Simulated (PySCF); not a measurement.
Radial density of Xe⁴³⁺ (xenon, charge +43)

UHF, [Ne] 3s1, 2S determinant. All numbers are calculated (PySCF 2.14, the spin-free X2C one-electron Hamiltonian (Gaussian nucleus), in an even-tempered Gaussian basis (18 s from 8.4 bohr⁻², ratio 2.5; 12 p from 11 bohr⁻², ratio 2.5; 4 d from 40 bohr⁻², ratio 2.7; 4 f from 60 bohr⁻², ratio 2.7)).

```json
{"r (bohr)": "0.0197", "4πr²ρ (e/bohr)": "69.14", "4πr²(ρα − ρβ)": "0.4702"}
{"r (bohr)": "0.0332", "4πr²ρ (e/bohr)": "56.77", "4πr²(ρα − ρβ)": "-0.0022"}
{"r (bohr)": "0.0559", "4πr²ρ (e/bohr)": "65.67", "4πr²(ρα − ρβ)": "1.0766"}
{"r (bohr)": "0.0940", "4πr²ρ (e/bohr)": "75.26", "4πr²(ρα − ρβ)": "1.3634"}
{"r (bohr)": "0.158", "4πr²ρ (e/bohr)": "25.87", "4πr²(ρα − ρβ)": "0.6031"}
{"r (bohr)": "0.266", "4πr²ρ (e/bohr)": "5.909", "4πr²(ρα − ρβ)": "4.9313"}
{"r (bohr)": "0.447", "4πr²ρ (e/bohr)": "0.7133", "4πr²(ρα − ρβ)": "0.7121"}
{"r (bohr)": "0.752", "4πr²ρ (e/bohr)": "0.002946", "4πr²(ρα − ρβ)": "0.0029"}
```

Densities and radii are taken from the X2C orbitals without a picture-change correction, which distorts them close to the nucleus.

(1) Where is the radial spin density 4πr²(ρα − ρβ) most negative, and why is it negative at all?

Results:

(1) Around r = 0.0332 bohr, down to -0.0022 e/bohr: exchange with the open shell polarises the paired shells in an unrestricted calculation.
